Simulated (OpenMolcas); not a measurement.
## Multiplet structure of C+

* Program: OpenMolcas 26.06
* Method: CASSCF
* Basis: ANO-RCC-VQZP [5s4p3d2f1g]
* Scalar Hamiltonian: DKH2, point nucleus
* Active space: 3 electrons in 4 orbitals (2s 2p)
* State averaging: 2S+1 = 4 odd, 1 root; 2S+1 = 2 odd, 11 roots; 2S+1 = 4 even, 3 roots; 2S+1 = 2 even, 9 roots
* Spin-orbit coupling: state interaction with AMFI integrals over the reference wave functions, term energies averaged over their components

With spin-orbit coupling, above the lowest level:

| Configuration | Term | J | E (cm-1) | Measured (cm-1) | Term weight % |
| --- | --- | --- | --- | --- | --- |
| 2s2 2p | 2P* | 1/2 | 0.0 | 0.0 | 100 |
| 2s2 2p | 2P* | 3/2 | 57.9 | 63.4 | 100 |
| 2s 2p2 | 4P | 1/2 | 37424 | 43003 | 100 |
| 2s 2p2 | 4P | 3/2 | 37445 | 43025 | 100 |
| 2s 2p2 | 4P | 5/2 | 37480 | 43054 | 100 |
| 2s 2p2 | 2D | 3/2 | 80849 | 74933 | 100 |
| 2s 2p2 | 2D | 5/2 | 80849 | 74930 | 100 |
| 2s 2p2 | 2S | 1/2 | 102687 | 96494 | 100 |
| 2s 2p2 | 2P | 1/2 | 121225 | 110624 | 100 |
| 2s 2p2 | 2P | 3/2 | 121266 | 110666 | 100 |
| 2p3 | 4S* | 3/2 | 139418 | 142027 | 100 |
| 2p3 | 2D* | 3/2 | 161729 | 150467 | 100 |
| 2p3 | 2D* | 5/2 | 161729 | 150462 | 100 |
| 2p3 | 2P* | 1/2 | 185042 | 168730 | 100 |
| 2p3 | 2P* | 3/2 | 185045 | 168748 | 100 |

Against the 14 measured excited levels shown (NIST Handbook of Basic Atomic Spectroscopic Data) the mean absolute deviation is 8100 cm-1; the largest miss in energy is 2p3 2P* 1/2: computed 185042, measured 168730 cm-1 (+9.7 %), and the largest in proportion 2s 2p2 4P 1/2 (-13.0 %).

Spin-orbit coupling puts the lowest level 38.6 cm-1 below the lowest spin-free term.

Without dynamic correlation excited terms often stand tens of per cent too high (terms of higher spin than the ground term too low), and those without a measured partner can miss by more than the paired ones. Computed and measured levels are paired by configuration, term and J; levels that our copy of the source lacks, or whose pairing is in doubt (as where it misses far off the trend of its configuration), stay unpaired and out of the deviations. Only configurations of the active space appear.

The term weight is that of the spin-free term in the level, not the purity of its configuration. * marks odd parity.
